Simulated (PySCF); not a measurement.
# Computed data sheet: `C=C1CCC(O)CC1`

Species: C7H12O.
Bonds: C1–C2 (double), C2–C3, C3–C4, C4–C5, C5–O6, C5–C7, C7–C8, C2–C8. Hydrogens: H9, H10 on C1; H11, H12 on C3; H13, H14 on C4; H15 on C5; H16 on O6; H17, H18 on C7; H19, H20 on C8.

Some functional groups and rings: C=C double bond and alcohol.

**GFN2-xTB geometry**

```yaml
Point_group_of_the_GFN2-xTB_geometry: Cs
Rotational_constants_A_B_C_of_the_GFN2-xTB_geometry: 4.000, 1.491, 1.212 GHz
```

From PBE0/def2-SVPD ground state and vertical TDDFT (core frozen in the response) (PySCF):

```yaml
Dipole_moment: 1.24 D
HOMO_energy: -7.25 eV
LUMO_energy: 0.20 eV
HOMO–LUMO_gap: 7.45 eV
Lowest_singlet_excitation: 6.79 eV (183 nm, f = 0.005)
Strongest_line_among_the_6_lowest_singlet_transitions: S4 at 7.08 eV (175 nm, f = 0.217)
Lowest_triplet_excitation_Tamm–Dancoff: 4.41 eV
Static_isotropic_polarisability: 86.0 au
Electronic_spatial_extent_⟨r²⟩_about_the_centre_of_nuclear_charge: 1039 bohr²
```

**PBE0/pcSseg-1 ground state and GIAO shieldings, non-relativistic (PySCF)**

```yaml
Lowest_Hirshfeld_atomic_charge: -0.23 e on O6
Highest_Hirshfeld_atomic_charge: +0.16 e on H16
13C_chemical_shifts_computed_TMS_as_zero_by_class: 157.4 (C2), 114.4 (C1), 75.0 (C5), 43.3 (C4/C7), 37.8 (C3/C8) ppm
1H_chemical_shifts_computed_TMS_as_zero_by_class: 5.01 (H9/H10), 3.56 (H15), 2.31 (H11/H19), 2.23 (H13/H17), 2.17 (H12/H20), 0.96 (H14/H18), -0.14 (H16) ppm
Isotropic_shieldings_of_nuclei_other_than_C_and_H_by_class: 263 (O6) ppm
Mayer_bond_orders_between_heavy_atoms: C1–C2 2.01, C2–C3 1.01, C3–C4 1.02, C4–C5 1.01, C5–O6 0.91, C5–C7 1.01, C7–C8 1.02, C8–C2 1.01
```

Monoisotopic mass from the formula: 112.0888 u.

The principal polarisabilities are 73.0, 82.2 and 102.9 au; their mean is the isotropic value. With B = h/(8π²I), that is 505.379 GHz u Å² over I, the principal moments of inertia are 126.3, 338.9 and 417.1 u Å² (most abundant isotopes). The largest Löwdin shares of the HOMO are 0.38 on C1, 0.32 on C2, 0.05 on C3 and 0.05 on C8. In wavenumbers S1 is 54800 cm⁻¹ (1 eV = 8065.54 cm⁻¹). The polarisability is 12.74 Å³ as a volume (1 au = 0.148185 Å³), or 1.39 au for each of the 62 electrons. S1 lies 0.66 eV below the HOMO–LUMO gap; its leading configuration is HOMO−1→LUMO, weight 0.86. The dipole matches unit charges of opposite sign 0.26 Å apart (1 e·Å = 4.8032 D).

One conformer (not necessarily the lowest) at the GFN2-xTB geometry, without solvent, vibrations or thermal averaging.
